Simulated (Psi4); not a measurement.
Approach curve of the dimer H4Si ··· BCl3 (SMILES [SiH4] and ClB(Cl)Cl). Monomers: optimised at B3LYP-D3(BJ) (def2-TZVP), held rigid. Orientation: a random orientation, not optimised. The monomers approach along the line of their centres of mass (distance R); nothing else relaxes.

Geometry at R = 4.60 Å (first 5 atoms: monomer A):
```
9

Si     0.0000     0.0000     0.0000
H     -0.2279    -1.0576    -1.0104
H     -0.7218     1.2288    -0.4004
H      1.4490     0.2877     0.0950
H     -0.4993    -0.4589     1.3159
Cl     2.6475    -2.7922    -0.4554
B      1.8700    -4.1965     0.2297
Cl     2.7294    -5.7127     0.3193
Cl     0.2332    -4.0845     0.8249
```

Calculation: SAPT0/jun-cc-pVDZ, frozen core run with Psi4.

Components in kcal/mol:

```csv
R / Å,electrostatics,exchange,induction,dispersion,total
3.97,-5.01,14.26,-0.99,-3.78,4.48
4.22,-2.42,6.84,-0.48,-2.50,1.44
4.39,-1.48,4.11,-0.29,-1.91,0.43
4.60,-0.81,2.16,-0.16,-1.38,-0.18
4.83,-0.42,1.06,-0.08,-0.98,-0.42
4.97,-0.29,0.68,-0.05,-0.81,-0.46
5.32,-0.12,0.23,-0.02,-0.50,-0.41
5.57,-0.07,0.10,-0.01,-0.37,-0.34
6.08,-0.03,0.02,0.00,-0.20,-0.21
6.78,-0.01,0.00,0.00,-0.10,-0.11
7.78,-0.01,0.00,0.00,-0.04,-0.04
9.12,0.00,0.00,0.00,-0.01,-0.02
```
